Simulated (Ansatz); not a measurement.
Consider the formal exchange of groups at the Si–O bond: `C[O][SnH]([Cl])[O][SiH3]` + `F[C]1=[CH][GeH2]1` → `F[C]1=[CH][GeH]1[SiH3]` + `C[O][SnH]([OH])[Cl]`.

Program: Ansatz. Geometries: PBE0-D4/def2-TZVP. ΔE: electronic, gas phase. CCSD(T)/CBS adds triple-zeta CCSD(T) − MP2 to the extrapolated MP2 energy (def2 sets, frozen cores). def2 core potentials past Kr. For Ge, Sn outer-core shells are correlated without core-valence functions, which leaves a few kJ/mol of doubt a bond. Scalar relativity is left out up to krypton. One conformer a species, not always the lowest.

| level | ΔE (eV) |
| --- | --- |
| MP2/def2-QZVPP | 0.90 |
| SCS-MP2/def2-QZVPP | 0.95 |

Q: What does CCSD(T)/CBS give? (An estimate is asked.)

A: Computed: +0.85 eV. The listed levels differ from it by 0.05, 0.10 eV.

Largest T1 diagnostic among the species: 0.014.

In def2-TZVPP, CCSD(T) changes the Hartree–Fock value by −0.25 eV (the triples alone add −0.04 eV) and MP2 by −0.22 eV. From PBE to PBE0 (25 % exact exchange), in def2-TZVPP and without D4, ΔE moves by +0.10 eV. The D4 term adds +0.05 eV with B3LYP and +0.03 eV with PBE0; it sums over pairs of atoms, weighted by their polarisabilities, and B3LYP, whose exchange is more repulsive, gets the larger term.

B3LYP here is the variant with VWN-RPA as its local correlation; programs differ in this.
